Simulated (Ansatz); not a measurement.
One geometry of C3H10B2, SMILES `BCC(B)C`, several functionals.

```yaml
crystal:
  periodic: [false, false, false]
  atoms:
    - {symbol: B, position_ang: [-0.398205, -0.463899, 1.595349]}
    - {symbol: C, position_ang: [-0.309366, -1.064925, 0.180147]}
    - {symbol: C, position_ang: [0.271398, 0.389173, -0.052952]}
    - {symbol: B, position_ang: [1.330945, -0.482093, -0.747888]}
    - {symbol: C, position_ang: [-0.677320, 1.308367, -0.780805]}
    - {symbol: H, position_ang: [0.497480, -0.660001, 2.363380]}
    - {symbol: H, position_ang: [-1.384291, 0.119608, 1.931754]}
    - {symbol: H, position_ang: [-1.173645, -1.219792, -0.454337]}
    - {symbol: H, position_ang: [0.436004, -1.876323, 0.057545]}
    - {symbol: H, position_ang: [0.627644, 0.821750, 0.914485]}
    - {symbol: H, position_ang: [2.275453, -0.879431, -0.131991]}
    - {symbol: H, position_ang: [1.222279, -0.686773, -1.920708]}
    - {symbol: H, position_ang: [-0.861301, 0.933925, -1.789666]}
    - {symbol: H, position_ang: [-0.243363, 2.306147, -0.870102]}
    - {symbol: H, position_ang: [-1.635613, 1.403467, -0.264810]}
basis:
  gaussian: {orbitals: def2-TZVPP}
hamiltonian: {xc: {name: wB97M-V}}
output: {forces: true, orbitals: {seedname: orbitals}}
```

```sh
$ ansatz run in.yaml --threads 4 --pin off --events-out ev --progress --plain --max-ram 10444MiB
```

Shortened log:

```
Functional definition: wB97M-V
1468 factors; their error is unknown
419 factors; integrals over basis functions are off by at most 9.8e-6 eV
mean field evaluation 1: about -4619.1627 eV, gradient 4.7e1 eV
mean field evaluation 2: about -4621.1073 eV, gradient 3.7e1 eV
mean field evaluation 4: about -4624.3622 eV, gradient 1.4e0 eV
mean field evaluation 8: about -4624.3521 eV, gradient 6.4e-1 eV
mean field evaluation 16: about -4624.3526 eV, gradient 6.9e-5 eV
mean field -4624.35262801 eV, -169.9418245806 hartree, gradient 7.0e-5 eV, S^2 0.000000; 0 other end points of the search recorded, 0 dependent functions left out
reference -4624.35268887 eV, -169.9418268172 hartree; 19, 19 occupied and 276, 276 virtual orbitals, 1468 factors
Total energy: -4624.35268887 eV, -169.9418268172 hartree
Atom 0 at    -0.398205    -0.463899     1.595349 Å, force    -0.065364    -0.031621     0.213577 eV/Å
Atom 1 at    -0.309366    -1.064925     0.180147 Å, force    -0.126956    -0.213061     0.011991 eV/Å
Atom 2 at     0.271398     0.389173    -0.052952 Å, force     0.256998     0.076928     0.085221 eV/Å
Atom 3 at     1.330945    -0.482093    -0.747888 Å, force     0.188496     0.003445    -0.112114 eV/Å
Atom 4 at    -0.677320     1.308367    -0.780805 Å, force    -0.125317     0.132168    -0.111841 eV/Å
Atom 5 at     0.497480    -0.660001     2.363380 Å, force    -0.113603     0.016823    -0.093135 eV/Å
Atom 6 at    -1.384291     0.119608     1.931754 Å, force     0.126229    -0.061298    -0.046143 eV/Å
Atom 7 at    -1.173645    -1.219792    -0.454337 Å, force     0.058441     0.017948     0.059890 eV/Å
Atom 8 at     0.436004    -1.876323     0.057545 Å, force    -0.092116     0.060837     0.004504 eV/Å
Atom 9 at     0.627644     0.821750     0.914485 Å, force    -0.034578    -0.008113    -0.116877 eV/Å
Atom 10 at     2.275453    -0.879431    -0.131991 Å, force    -0.112757     0.055550    -0.075201 eV/Å
Atom 11 at     1.222279    -0.686773    -1.920708 Å, force     0.004716     0.018165     0.142431 eV/Å
Atom 12 at    -0.861301     0.933925    -1.789666 Å, force     0.008332     0.020835     0.068490 eV/Å
Atom 13 at    -0.243363     2.306147    -0.870102 Å, force    -0.037104    -0.072484     0.002143 eV/Å
Atom 14 at    -1.635613     1.403467    -0.264810 Å, force     0.064584    -0.016120    -0.032936 eV/Å
Dipole moment:    -0.160334     0.091349    -0.138411 e Å
```

It took 8 s on 4 threads of an Intel Xeon Platinum 8488C on a shared host, with 1.2 GiB of host memory at the peak.

The same input with `hamiltonian: {xc: pbe0, dispersion: d4}` and no forces (abridged; 2.3 s):

```
Functional definition: PBE0
mean field evaluation 16: about -4621.1651 eV, gradient 8.0e-5 eV
mean field -4621.16510707 eV, -169.8246853466 hartree, gradient 8.0e-5 eV, S^2 0.000000
Total energy: -4621.41601537 eV, -169.8339060566 hartree
```
